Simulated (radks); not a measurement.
The numbers below are computed, except where a source is named.
All-electron atom: Tb V in [Xe] 4f7 (the NIST ground configuration).

Code: a radial shooting solver on a logarithmic mesh with Libxc functionals. Model: non-relativistic Kohn-Sham, exchange-only LDA, spin-polarised, spherical densities, point nucleus; open shells are filled with parallel spins first (spin-orbit coupling, left out, can overturn this in heavy ions); relativity is left out, which matters for an element this heavy.

Energy parts (eV):
total: -305136.49
kinetic: 305136.49
electron-nucleus: -721979.62
Hartree: 117995.38
exchange: -6288.74

Orbitals (lengths in bohr, moments of r in powers of bohr):
orbital,occ.,eigenvalue (eV),<r>,<r^2>,<1/r>
1s up,1,-48631.88,0.02335,0.0007287,64.42
1s down,1,-48631.88,0.02335,0.0007287,64.42
2s up,1,-7811.150,0.09932,0.01157,14.99
2s down,1,-7810.954,0.09932,0.01157,14.99
2p up,3,-7442.598,0.08418,0.008594,15.02
2p down,3,-7442.481,0.08418,0.008593,15.02
3s up,1,-1766.746,0.2562,0.07478,5.657
3s down,1,-1762.748,0.2559,0.07462,5.665
3p up,3,-1601.414,0.2459,0.06989,5.602
3p down,3,-1597.752,0.2456,0.06972,5.609
3d up,5,-1292.121,0.2179,0.05567,5.505
3d down,5,-1289.420,0.2176,0.05549,5.512
4s up,1,-386.1661,0.5754,0.3732,2.427
4s down,1,-378.9599,0.5758,0.3739,2.424
4p up,3,-321.0618,0.5877,0.3924,2.336
4p down,3,-313.9111,0.5884,0.3935,2.332
4d up,5,-204.4298,0.6183,0.4425,2.136
4d down,5,-197.4034,0.6201,0.4456,2.130
4f up,7,-60.3600,0.7473,0.6955,1.689
4f down,0,-53.8756,0.7708,0.7499,1.658
5s up,1,-85.4760,1.341,2.013,0.9830
5s down,1,-82.5506,1.364,2.083,0.9626
5p up,3,-66.4846,1.470,2.433,0.8884
5p down,3,-64.1141,1.501,2.536,0.8661

The highest occupied level is 4f up at -60.360 eV. The electron density at the nucleus is 1.953e+05 e/bohr^3.
